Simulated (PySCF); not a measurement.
**Oscillator strengths, rates and cross-sections**

C5H7F3Si.
Atom-mapped SMILES: `[F:1][CH:2]([F:3])[C:4]1=[CH:5][CH2:6][Si@H:7]([F:8])[CH2:9]1` (hydrogens: H10 on C2; H11 on C5; H12, H13 on C6; H14 on Si7; H15, H16 on C9)

Computed, not measured: TDDFT PBE0/def2-SVPD, vertical, gas phase, core orbitals frozen in the response in PySCF 2.14.0, density-fitted response routines. The structure is a single GFN2-xTB conformer in the gas phase; no vibrational or solvent corrections.

A / s⁻¹ = 0.6670 f (ν̃ / cm⁻¹)² and τ = 1/A in vacuum; |μ| follows from f = (2/3) ΔE |μ|² (atomic units, 1 au = 2.5417 D); ∫σ dE = 109.76 f Mb·eV.

These lifetimes count emission to the ground state at the vertical energy alone; relaxation of the geometry and all other decay channels are left out.

Energies and rates of the computed singlets with f of 0.002 or more:

```tsv
state	ν̃ (cm⁻¹)	A (s⁻¹)
S2	56020	4.82×10⁸
S3	56670	3.10×10⁷
S4	58200	9.51×10⁶
S5	60210	3.60×10⁷
S6	61150	2.91×10⁷
```

Question: Which f and |μ| stand behind these rates?

Answer: f = A / (0.6670 ν̃²), and |μ| follows from f:

```
state       f  |μ| (D)       τ  main configurations (H = HOMO, L = LUMO)
   S2   0.231     2.96  2.1 ns                                 H→L (86%)
   S3   0.014     0.74   32 ns                               H-1→L (94%)
   S4  0.0042     0.39  110 ns                               H→L+2 (94%)
   S5   0.015     0.72   28 ns                               H→L+3 (97%)
   S6   0.012     0.64   34 ns                             H-1→L+1 (95%)
```

Question: By what factor does the largest A in the list exceed the smallest?

Answer: S2 has 51 times the rate of S4.

Question: Suppose S2 emitted 0.3 eV lower with the same transition dipole. How would A change?

Answer: At fixed |μ|, A goes as the cube of the energy: (6.65/6.95)³ = 0.88, which makes τ about 2.4 ns.

Question: Which computed singlets stay under f = 0.002?

Answer: S1 (6.79 eV, f 0.0008).

Time: 2.8 min wall, 2.0 min CPU; peak memory 1.0 GiB. Hardware: one thread of an Intel Xeon at 2.50 GHz, no GPU (shared host).
